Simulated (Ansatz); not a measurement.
CH6FNO2Si can be A, `OC(O)(F)N[SiH3]`, or B, `NCO[SiH](O)F`.

Isolated molecules relaxed with PBE0-D4/def2-TZVP in Ansatz; ΔE leaves out vibrations. CCSD(T)/CBS is the MP2 limit (def2-TZVPP, def2-QZVPP) plus CCSD(T) − MP2 in def2-TZVPP, frozen cores. Functionals use def2-TZVPP. B3LYP here is the variant with VWN-RPA as its local correlation; programs differ in this. One conformer a species, not always the lowest.

Task: Which is lower in electronic energy at CCSD(T)/CBS, and by how much? (Estimate.)

Result: The calculation gave: B, by 365.5 kJ/mol.

Task: Give E(B) − E(A) in kJ/mol with B3LYP-D4, HF/def2-TZVPP, MP2/def2-TZVPP, ωB97M-V, CCSD(T)/def2-TZVPP, B2PLYP, PBE0-D4. (An estimate is asked.)

Result: Computed: B3LYP-D4 -357.1, HF/def2-TZVPP -366.3, MP2/def2-TZVPP -369.3, ωB97M-V -347.3, CCSD(T)/def2-TZVPP -355.2, B2PLYP -365.3, PBE0-D4 -337.9. None reverses the order clearly.

Largest T1 diagnostic: 0.011.

From PBE to PBE0 (25 % exact exchange), in def2-TZVPP and without D4, E(B) − E(A) moves by −5.2 kJ/mol. The D4 term adds +3.2 kJ/mol with B3LYP and +1.5 kJ/mol with PBE0; it sums over pairs of atoms, weighted by their polarisabilities, and B3LYP, whose exchange is more repulsive, gets the larger term.
